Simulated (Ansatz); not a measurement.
Reaction (cleavage of the Si–Si bond): `F[Si](F)(F)[SiH3]` + `O[Si](F)(Cl)O[SiH3]` → `F[Si](Cl)(O[SiH3])O[SiH3]` + `F[SiH](F)F`

Program: Ansatz. Geometries: PBE0-D4/def2-TZVP. ΔE: electronic, gas phase. CBS: MP2 limit from def2 TZ/QZ plus the TZ coupled-cluster correction, frozen cores. Functionals use def2-TZVPP. B3LYP here is the variant with VWN-RPA as its local correlation; programs differ in this. One conformer a species, not always the lowest.

`F[Si](F)(F)[SiH3]`:

Cartesian coordinates in Å:
```
F -1.281 -1.178 -1.433
Si -0.272 -0.010 -1.089
F -0.959 1.342 -1.537
F 0.997 -0.211 -2.011
Si 0.292 0.011 1.171
H -0.944 0.202 1.969
H 0.930 -1.284 1.515
H 1.237 1.129 1.415
```

`O[Si](F)(Cl)O[SiH3]`:

```xyz
10

O    -2.288   -0.738    0.778
Si   -0.818   -0.998    0.164
F    -0.917   -1.832   -1.178
Cl    0.208   -2.111    1.504
O    -0.057    0.376   -0.166
Si    1.375    1.171   -0.325
H    -2.862   -0.106    0.342
H     1.068    2.618   -0.410
H     2.231    0.896    0.854
H     2.059    0.723   -1.562
```

`F[Si](Cl)(O[SiH3])O[SiH3]`:

Cartesian coordinates in Å:
```
F -1.135 1.877 -1.203
Si -0.439 0.542 -0.732
Cl -0.866 -0.887 -2.112
O 1.135 0.800 -0.656
Si 2.683 0.259 -0.774
O -1.018 0.121 0.698
Si -2.191 -0.601 1.597
H 2.817 -0.611 -1.968
H 3.565 1.442 -0.898
H 3.028 -0.508 0.448
H -1.629 -0.849 2.946
H -3.366 0.298 1.690
H -2.584 -1.883 0.963
```

`F[SiH](F)F`:

Z-matrix (Å, degrees):
```
Si
F 1 1.573
F 1 1.573 2 108.3
F 1 1.573 2 108.3 3 117.1
H 1 1.461 2 110.7 3 -121.4
```

| level | ΔE (kcal/mol) |
| --- | --- |
| B3LYP | -26.8 |
| HF/def2-TZVPP | -34.3 |
| MP2/def2-TZVPP | -30.3 |
| SCS-MP2/def2-QZVPP | -31.4 |

(1) What does CCSD(T)/CBS give? (An estimate is asked.)

Largest T1 diagnostic among the species: 0.013.

Results:

(1) Ansatz gave: -28.1 kcal/mol. The listed levels differ from it by 1.3, -6.2, -2.2, -3.3 kcal/mol.

From PBE to PBE0 (25 % exact exchange), in def2-TZVPP and without D4, ΔE moves by −2.7 kcal/mol. In def2-TZVPP, CCSD(T) changes the Hartree–Fock value by +6.1 kcal/mol (the triples alone add +0.9 kcal/mol) and MP2 by +4.0 kcal/mol.
